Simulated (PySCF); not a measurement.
Cost against size for one kind of job: delta-SCF UKS HF, pcX-2 on the ionised atom, pcseg-1 elsewhere, spin-free X2C (PySCF). Hardware: Arm Neoverse V1, one thread, shared host. Other jobs ran on the host; a repeat could differ by tens of per cent or more. Peak memory is the resident size of the whole Python process, interpreter and libraries included.

| species (SMILES) | atoms | electrons | basis functions | SCF cycles | core holes | wall time | peak memory |
| --- | --- | --- | --- | --- | --- | --- | --- |
| B/C(F)=C/OC | 12 | 46 | 145 | 107 | 6 | ? | ? |
| F[C@@H]1C[Si@H]1[SiH3] | 12 | 56 | 155 | 93 | 7 | ? | ? |
| C=C[Si@H](F)[SiH3] | 12 | 56 | 155 | 92 | 7 | 30 s | 0.58 GiB |
| F[C@H]1C[SiH2][SiH2]1 | 12 | 56 | 155 | 92 | 7 | ? | ? |
| F[Si@H](CCl)O[SiH3] | 12 | 74 | 168 | 111 | 9 | 61 s | 0.65 GiB |
| FC1=C([Si@@H](F)P)C1 | 12 | 70 | 173 | 165 | 9 | 67 s | 0.68 GiB |

Question: Estimate the withheld figures.

Answer: `B/C(F)=C/OC`: 29 s, 0.54 GiB; `F[C@@H]1C[Si@H]1[SiH3]`: 27 s, 0.54 GiB; `F[C@H]1C[SiH2][SiH2]1`: 33 s, 0.56 GiB.
